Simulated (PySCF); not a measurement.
Radial density of Er⁵⁵⁺ (erbium, charge +55)

UHF, [Ne] 3s2 3p1, 2P determinant. Calculation: PySCF 2.14, in an uncontracted even-tempered set (17 s from 13 bohr⁻², ratio 2.5; 12 p from 17 bohr⁻², ratio 2.5; 4 d from 67 bohr⁻², ratio 2.7; 4 f from 100 bohr⁻², ratio 2.7); the spin-free X2C one-electron Hamiltonian (Gaussian nucleus).

| r (bohr) | 4πr²ρ (e/bohr) | 4πr²(ρα − ρβ) |
| --- | --- | --- |
| 0.0149 | 91.08 | 0.4234 |
| 0.0251 | 74.78 | 1.3588 |
| 0.0422 | 89.25 | 2.4288 |
| 0.0710 | 101.2 | 0.8163 |
| 0.119 | 37.42 | 1.5742 |
| 0.201 | 20.61 | 6.1456 |
| 0.338 | 2.780 | 0.9089 |
| 0.568 | 0.01457 | 0.0036 |

Densities and radii are taken from the X2C orbitals without a picture-change correction, which distorts them close to the nucleus.

Spin-orbit coupling, absent here, splits the open shell strongly.
